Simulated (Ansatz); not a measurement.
Reaction (substitution at a C–Si bond): `C=C[SiH](C)S` + `C=C=N` → `C=C=NC` + `C=C[SiH2]S`

Isolated molecules relaxed with PBE0-D4/def2-TZVP in Ansatz; ΔE leaves out vibrations. CBS: MP2 limit from def2 TZ/QZ plus the TZ coupled-cluster correction, frozen cores. This one scheme is used for every species. Functionals use def2-TZVPP. One conformer a species, not always the lowest.

`C=C[SiH](C)S`:

Z-matrix (Å, degrees):
```
Si
C 1 1.856
S 1 2.147 2 110.5
C 1 1.864 2 112.8 3 117.3
H 1 1.489 2 106.9 3 -120.2
C 2 1.331 1 122.4 3 118.9
H 2 1.089 1 119.1 3 -60.4
H 3 1.343 1 94.6 2 -54.9
H 4 1.092 1 110.8 2 -58.5
H 4 1.092 1 110.9 2 -178.8
H 4 1.093 1 110.2 2 61.3
H 6 1.087 2 122.4 1 -179.8
H 6 1.087 2 121.5 1 0.2
```

`C=C=N`:

Cartesian coordinates in Å:
```
C -0.641 0.151 -0.713
C 0.241 0.091 0.248
N 1.070 0.152 1.137
H -0.326 0.086 -1.745
H -1.692 0.254 -0.481
H 1.348 -0.734 1.554
```

`C=C=NC`:

Cartesian coordinates in Å:
```
C -0.127 1.395 1.401
C 0.165 0.309 0.733
N 0.480 -0.720 0.179
C 0.065 -1.082 -1.160
H 0.511 2.266 1.334
H -1.006 1.429 2.030
H 0.955 -1.246 -1.770
H -0.566 -0.323 -1.632
H -0.478 -2.028 -1.114
```

`C=C[SiH2]S`:

Z-matrix (Å, degrees):
```
Si
C 1 1.854
S 1 2.141 2 112.0
H 1 1.487 2 107.7 3 -123.2
H 1 1.485 2 112.2 3 115.4
C 2 1.331 1 122.0 3 120.2
H 2 1.088 1 119.2 3 -58.7
H 3 1.344 1 94.5 2 -57.1
H 6 1.087 2 121.6 1 0.6
H 6 1.086 2 122.3 1 -179.5
```

Is it downhill or uphill in electronic energy at CCSD(T)/CBS, and by how much? (Best estimate.)

Computed: Uphill: ΔE = +70.2 kJ/mol.

What do these levels give: BLYP-D4, BHLYP-D4, ωB97M-V, revPBE, r2SCANh, r2SCAN0, LC-ωPBE, RPA@PBE/def2-TZVPP, SCS-MP2/def2-TZVPP, CCSD/def2-TZVPP, SCS-MP2/def2-QZVPP, HF/CBS(def2)? (An estimate is asked.)

Computed: BLYP-D4 64.1, BHLYP-D4 66.6, ωB97M-V 72.2, revPBE 63.2, r2SCANh 70.9, r2SCAN0 70.9, LC-ωPBE 69.1, RPA@PBE/def2-TZVPP 63.2, SCS-MP2/def2-TZVPP 65.0, CCSD/def2-TZVPP 67.6, SCS-MP2/def2-QZVPP 66.1, HF/CBS(def2) 57.7 kJ/mol.

Largest T1 diagnostic among the species: 0.015.

In def2-TZVPP, CCSD(T) changes the Hartree–Fock value by +10.2 kJ/mol (the triples alone add +0.6 kJ/mol) and MP2 by +12.3 kJ/mol. The D4 term adds +4.7 kJ/mol with B3LYP and +2.7 kJ/mol with PBE0; it sums over pairs of atoms, weighted by their polarisabilities, and B3LYP, whose exchange is more repulsive, gets the larger term. Leaving LDA and LC-ωPBE aside and taking each functional with its dispersion term where it has one, the values, not all of them listed here, spread over 8.7 kJ/mol, from BLYP-D4 to B97M-V.

B3LYP here is the variant with VWN-RPA as its local correlation; programs differ in this.
